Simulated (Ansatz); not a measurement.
Consider the ligand exchange at the Si–C bond: `C=C=C(O)[SiH2]O` + `NC=O` → `O=CN[SiH2]O` + `C=C=CO`.

Program: Ansatz. Geometries: PBE0-D4/def2-TZVP. ΔE: electronic, gas phase. CCSD(T)/CBS adds triple-zeta CCSD(T) − MP2 to the extrapolated MP2 energy (def2 sets, frozen cores). This one scheme is used for every species. DFT in def2-TZVPP. B3LYP here is the variant with VWN-RPA as its local correlation; programs differ in this. One conformer a species, not always the lowest.

`C=C=C(O)[SiH2]O`:

```xyz
12

C     0.184    0.083    2.475
C    -0.030   -0.229    1.229
C    -0.228   -0.484   -0.037
O    -0.556   -1.718   -0.552
Si   -0.105    0.877   -1.317
O     1.010    0.520   -2.472
H    -0.620    0.423    3.122
H     1.175    0.013    2.916
H    -0.608   -2.357    0.168
H    -1.452    1.052   -1.924
H     0.347    2.114   -0.646
H     0.884   -0.293   -2.964
```

`NC=O`:

Cartesian coordinates in Å:
```
N 0.432 -0.270 0.468
C -0.413 0.261 -0.443
O -1.151 1.193 -0.240
H 0.468 0.122 1.394
H 1.023 -1.048 0.240
H -0.358 -0.258 -1.419
```

`O=CN[SiH2]O`:

Cartesian coordinates in Å:
```
O 0.362 -0.517 -1.764
C -0.358 -1.120 -0.994
N -0.506 -0.750 0.299
Si 0.413 0.647 0.857
O 0.103 1.970 -0.049
H -0.939 -2.006 -1.304
H -1.159 -1.271 0.862
H -0.074 0.914 2.227
H 1.847 0.281 0.847
H 0.310 1.851 -0.982
```

`C=C=CO`:

```xyz
8

C    -0.824    0.536   -1.199
C     0.012    0.228   -0.250
C     0.857   -0.074    0.697
O     0.691   -1.025    1.659
H    -0.794    0.045   -2.169
H    -1.585    1.301   -1.063
H     1.807    0.438    0.795
H    -0.163   -1.449    1.530
```

```json
{"level": "B3LYP-D4", "ΔE (kJ/mol)": "-60.1", "difference from CCSD(T)/CBS": "5.5"}
{"level": "ωB97X-V", "ΔE (kJ/mol)": "-63.5", "difference from CCSD(T)/CBS": "2.1"}
{"level": "ωB97M-V", "ΔE (kJ/mol)": "-64.3", "difference from CCSD(T)/CBS": "1.3"}
{"level": "B2PLYP", "ΔE (kJ/mol)": "-62.6", "difference from CCSD(T)/CBS": "3.0"}
{"level": "PBE0", "ΔE (kJ/mol)": "-58.0", "difference from CCSD(T)/CBS": "7.6"}
{"level": "CCSD/def2-TZVPP", "ΔE (kJ/mol)": "-67.4", "difference from CCSD(T)/CBS": "-1.8"}
{"level": "CCSD(T)/def2-TZVPP", "ΔE (kJ/mol)": "-66.5", "difference from CCSD(T)/CBS": "-0.9"}
{"level": "HF/def2-QZVPP", "ΔE (kJ/mol)": "-71.0", "difference from CCSD(T)/CBS": "-5.4"}
{"level": "HF/CBS(def2)", "ΔE (kJ/mol)": "-71.0", "difference from CCSD(T)/CBS": "-5.4"}
{"level": "CCSD/CBS(def2)", "ΔE (kJ/mol)": "-66.6", "difference from CCSD(T)/CBS": "-1.0"}
{"level": "CCSD(T)/CBS", "ΔE (kJ/mol)": "-65.6", "difference from CCSD(T)/CBS": "0"}
```

Largest T1 diagnostic among the species: 0.016.

From PBE to PBE0 (25 % exact exchange), in def2-TZVPP and without D4, ΔE moves by −4.5 kJ/mol. In def2-TZVPP, CCSD(T) changes the Hartree–Fock value by +4.1 kJ/mol (the triples alone add +0.9 kJ/mol) and MP2 by +6.3 kJ/mol.
